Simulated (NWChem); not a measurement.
**Relativistic effects in Tl**

```
Tl
```
Charge 0, spin multiplicity 2.

The numbers come from NWChem runs, not from measurements.

Functional PBE, all-electron basis x2c-SVPall-2c, contracted for the X2C Hamiltonian and used here with ZORA. The ion keeps the geometry and has multiplicity 1 in the scalar run; the spin-orbit run starts from the same electron counts.

Relative cost: rough, from shared machines, SCF included, scalar ZORA = 1.

The stability of the SCF solutions was not checked.

| Hamiltonian | ΔSCF ionisation energy (eV) | relative cost |
|---|---|---|
| scalar ZORA | 5.39 | 1 |
| spin-orbit ZORA | 6.09 | under 3 |

From scalar ZORA to spin-orbit ZORA the ionisation energy increases by 0.70 eV.
